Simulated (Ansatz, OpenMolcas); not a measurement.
From OpenMolcas to Ansatz

This OpenMolcas 26.06 job computes C2H4NOSi (SMILES C[SiH]N=C=O):

mol.input:
```
* C2H4NOSi Kohn-Sham DFT
&GATEWAY
BasLib=$CurrDir
BasisSet
C.def2-SVP....
C1 -0.230800 0.936500 1.233300 angstrom
C4 -0.027700 -2.022300 -1.465700 angstrom
End of Basis
BasisSet
Si.def2-SVP....
Si2 -0.019100 0.717300 -0.606900 angstrom
End of Basis
BasisSet
N.def2-SVP....
N3 0.147000 -0.951200 -0.966600 angstrom
End of Basis
BasisSet
O.def2-SVP....
O5 -0.174100 -3.081100 -1.930900 angstrom
End of Basis
BasisSet
H.def2-SVP....
H6 0.625000 0.510600 1.765400 angstrom
H7 -1.138100 0.442600 1.585600 angstrom
H8 -0.298200 1.998600 1.479400 angstrom
H9 1.204500 1.402700 -1.110500 angstrom
End of Basis
&SEWARD
GridInput
Grid=UltraFine
End of Grid
&SCF
UHF
Spin=2
KSDFT=HYB_GGA_XC_BHANDHLYP
Thresholds=1e-10 1e-07 1e-07 1e-05
PrOrbitals=1 2
&ALASKA
```

```bash
$ export MOLCAS_MEM=1860
$ pymolcas mol.input > mol.log
```

(Basis files named in the input come from the Basis Set Exchange and aren't shown.)

The coordinates come from a PBE0-D4/def2-TZVP relaxation. This is one conformer, not always the lowest.

It gives a total energy of -497.721924 Eh.

Q: Write the same calculation for Ansatz 0.2.0 as an input file of the program's own, asking for the energy.

A: For example:

molecule.yaml:
```yaml
crystal:
  periodic: [false, false, false]
  atoms:
    - {symbol: C, position_ang: [-0.230800, 0.936500, 1.233300]}
    - {symbol: Si, position_ang: [-0.019100, 0.717300, -0.606900]}
    - {symbol: "N", position_ang: [0.147000, -0.951200, -0.966600]}
    - {symbol: C, position_ang: [-0.027700, -2.022300, -1.465700]}
    - {symbol: O, position_ang: [-0.174100, -3.081100, -1.930900]}
    - {symbol: H, position_ang: [0.625000, 0.510600, 1.765400]}
    - {symbol: H, position_ang: [-1.138100, 0.442600, 1.585600]}
    - {symbol: H, position_ang: [-0.298200, 1.998600, 1.479400]}
    - {symbol: H, position_ang: [1.204500, 1.402700, -1.110500]}
basis:
  gaussian:
    orbitals: def2-SVP
hamiltonian:
  xc: {name: BHLYP}
output: {orbitals: {seedname: orbitals}}
magnetization:
  spin_polarized: true
  initial_magnetization: 1
accuracy: high
```

```bash
$ ansatz run molecule.yaml --threads 1 --pin off --max-ram 3480MiB --events-out events.jsonl --progress --plain --runs-dir runs
```

Its energy is -497.721924 Eh, the same as the first but for the last digit, at most.
